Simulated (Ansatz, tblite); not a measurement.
Cost and result up the ladder for In₈P₇F₃ (18 atoms). The state is a singlet with charge 0. Geometry: PBE-D4/def2-SVP.

```csv
atom,x (Å),y (Å),z (Å)
P1,1.734,-0.708,1.679
P2,-1.882,-0.918,1.551
P3,0.263,-2.459,-1.234
P4,-0.034,-1.015,0.361
P5,1.562,1.477,-2.717
P6,-2.845,-0.128,-2.479
P7,-1.448,3.128,0.626
In8,2.036,-3.749,0.707
In9,-0.323,-2.415,3.520
In10,2.444,0.453,-0.545
In11,-2.596,-2.483,-0.857
In12,-0.327,-0.228,-2.550
In13,-0.007,1.442,2.041
In14,0.486,3.197,-1.071
In15,-2.411,0.997,-0.303
F16,0.247,-3.949,2.035
F17,1.834,2.341,0.564
F18,1.267,5.017,-1.326
```

Ansatz on 2 threads of AMD EPYC 7R13 on a shared host and a share (18 GiB) of an NVIDIA H100 80GB HBM3; xTB runs through tblite on one thread. Times are rough, summed over both states, and most runs start from the orbitals of an earlier one. No level here is sound enough to serve as a yardstick. The other state is a doublet.

In the def2 sets In takes a core potential; there is no spin–orbit coupling. The xTB rows come from tblite. Single mean-field runs in def2-TZVP are fitted with def2-universal-jkfit.

Raw xTB energies of ions are shifted by several eV.

```
                             level  functions  vertical IE (eV)                                  remarks
                          GFN1-xTB        147              9.07                                        –
                 PBE0-D4/def2-TZVP        752              6.45  restricted SCF unstable in HF (singlet)
r2SCANh-D4/def2-TZVP (with forces)        752              6.51  restricted SCF unstable in HF (singlet)
                          GFN2-xTB        147             10.59                                        –
                  PBE-D4/def2-TZVP        752              6.45  restricted SCF unstable in HF (singlet)
```

(1) Estimate how long each takes.

Answers

(1) GFN1-xTB 0.32 s; GFN2-xTB 0.38 s; PBE-D4/def2-TZVP 29 s; r2SCANh-D4/def2-TZVP (with forces) 39 s; PBE0-D4/def2-TZVP 48 s. On shared hardware such times vary by a factor of up to 3.
